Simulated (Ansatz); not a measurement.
System: C$_{2}$H$_{4}$BO$_{2}$, net charge 0, doublet state. It need not be the lowest isomer of its formula. 
Structure (B3LYP-D3(BJ)/def2-TZVP (Ansatz, a program for electronic structure) minimum search):
SMILES: [CH]=CB(O)O
```xyz
9

C     -2.0121     0.2243     0.5627
C     -0.9885    -0.5414     0.2911
B      0.4279    -0.0281    -0.1201
O      0.6526     1.3183    -0.2139
O      1.3772    -0.9881    -0.3663
H     -3.0463     0.1176     0.8569
H     -1.1177    -1.6288     0.3521
H      1.5415     1.5804    -0.4706
H      2.2481    -0.6676    -0.6193
```
Charge 0, spin multiplicity 2.

Atomisation energy built up term by term with Ansatz (kcal/mol; UHF references for open shells; valence terms freeze the core; atomic spin-orbit terms are left out). Basis-set limits of correlation are two-point, X^-3; Hartree-Fock from the larger set.

The UHF reference is spin-contaminated (<S^2> 0.20 over the pure value in the largest basis). 

```json
[
 {"term": "Hartree-Fock", "basis": "cc-pVQZ", "kcal/mol": "674.80"},
 {"term": "CCSD correlation", "basis": "CBS(cc-pVTZ,cc-pVQZ)", "kcal/mol": "224.72"},
 {"term": "(T)", "basis": "CBS(cc-pVTZ,cc-pVQZ)", "kcal/mol": "17.41"},
 {"term": "core correlation", "basis": "cc-pwCVTZ", "kcal/mol": "4.24"},
 {"term": "scalar relativity (X2C)", "basis": "cc-pVTZ-DK against cc-pVTZ", "kcal/mol": "-0.93"},
 {"term": "sum: De", "basis": "", "kcal/mol": "920.2"}
]
```

(T) makes 1.9 % of the CCSD(T) atomisation energy; under 5 % is typical of single-reference molecules.
